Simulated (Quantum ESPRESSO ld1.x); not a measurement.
The numbers below are computed, except where a source is named.
Problem. Species: Pm XII. Configuration: [Kr] 4d10 4f2 5s2 (the NIST ground configuration). Level of theory: Dirac Kohn-Sham, PBE, spin-unpolarised, spherical densities, point nucleus; open shells are shared between the two j in proportion to 2j + 1 (ld1.x of Quantum ESPRESSO 7.5).

Spin-orbit splittings of the eigenvalues, e(l+1/2) - e(l-1/2), with zeta = 2 splitting/(2l+1) and mean radii in bohr:

| shell | occ. | splitting (eV) | zeta (eV) | <r> j=l-1/2 | <r> j=l+1/2 |
|---|---|---|---|---|---|
| 2p | 6 | 560.3 | 373.5 | 0.08245 | 0.08897 |
| 3p | 6 | 112.7 | 75.15 | 0.2497 | 0.2623 |
| 3d | 10 | 24.42 | 9.767 | 0.2338 | 0.2377 |
| 4p | 6 | 25.43 | 16.95 | 0.5995 | 0.6260 |
| 4d | 10 | ? | ? | 0.6591 | 0.6677 |
| 4f | 2 | 0.7303 | 0.2087 | 0.7517 | 0.7558 |

Estimate the 4d splitting.

Solution. 4.687 eV (zeta = 1.875 eV).
